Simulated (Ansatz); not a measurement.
Cost and result for the atomization energy of C2H6SeSi, SMILES `[SiH3]CC=[Se]` (10 atoms, 9 bonds).

```xyz
10

Si   -0.957    0.922   -0.002
C     0.206   -0.454   -0.622
C     1.002   -0.940    0.507
Se    2.622   -0.413    0.945
H    -0.142    2.078    0.441
H    -1.859    1.319   -1.114
H    -1.767    0.410    1.132
H     0.827   -0.018   -1.407
H    -0.436   -1.240   -1.036
H     0.504   -1.663    1.154
```

Total charge 0; spin multiplicity 1. Correlated methods include outer-core shells of Se, which these sets cover unevenly. Scalar relativity is left out up to krypton. The structure was optimised at the PBE0-D4/def2-TZVP level. It is one conformer, not always the lowest. Program: Ansatz. All runs use 4 threads of an Arm Neoverse V2 on a shared host. Times are those of one run each, without the atoms' runs, and a repeat can differ threefold. Electronic energies, without spin–orbit coupling; frozen cores. CCSD(T)/CBS adds CCSD(T) − MP2 in def2-TZVPP to the MP2 limit, and its time is that of the two runs behind it. T1 = 0.016; the RHF reference is unstable towards UHF. With those shells the extrapolation isn't a true limit. B3LYP takes the VWN-RPA correlation (the form of Gaussian; ORCA's B3LYP/G).

CCSD(T)/CBS is a level of theory with its own doubt, some kJ/mol a heavy atom from the limit and from the frozen cores, so smaller differences don't rank the functionals.

| level | functions | wall time | atomization (kcal/mol) | difference from CCSD(T)/CBS | per bond |
| --- | --- | --- | --- | --- | --- |
| PBE-D4/def2-TZVPP (with forces) | 236 | 2.2 s | 829.4 | 9.9 | 1.1 |
| PBE0-D4/def2-TZVPP | 236 | 2.8 s | 817.5 | -2.0 | -0.2 |
| r2SCAN-D4/def2-TZVPP (with forces) | 236 | 4.2 s | 819.9 | 0.4 | 0.0 |
| B3LYP-D4/def2-TZVPP (with forces) | 236 | 4.4 s | 817.7 | -1.8 | -0.2 |
| B2PLYP/def2-TZVPP | 236 | 5.5 s | 808.3 | -11.2 | -1.2 |
| ωB97X-V/def2-TZVPP | 236 | 7 s | 818.7 | -0.8 | -0.1 |
| ωB97M-V/def2-TZVPP (with forces) | 236 | 10 s | 816.0 | -3.5 | -0.4 |
| MP2/def2-QZVPP | 453 | 22 s | 817.2 | -2.3 | -0.3 |
| CCSD(T)/def2-TZVPP | 236 | 110 s | 798.3 | -21.2 | -2.4 |
| CCSD(T)/CBS(def2) | – | 2.2 min | 819.5 | 0.0 | 0.0 |

In def2-TZVPP, CCSD(T) changes the Hartree–Fock value by +201.6 kcal/mol (the triples alone add +13.3 kcal/mol) and MP2 by +208.1 kcal/mol; breaking electron pairs costs correlation energy, which Hartree–Fock lacks. The D4 term adds +8.8 kcal/mol with B3LYP and +4.6 kcal/mol with PBE0; it sums over pairs of atoms, weighted by their polarisabilities, and B3LYP, whose exchange is more repulsive, gets the larger term. From PBE to PBE0 (25 % exact exchange), in def2-TZVPP and without D4, the atomization energy moves by −11.1 kcal/mol: exact exchange takes away binding that semilocal exchange gives to molecules.
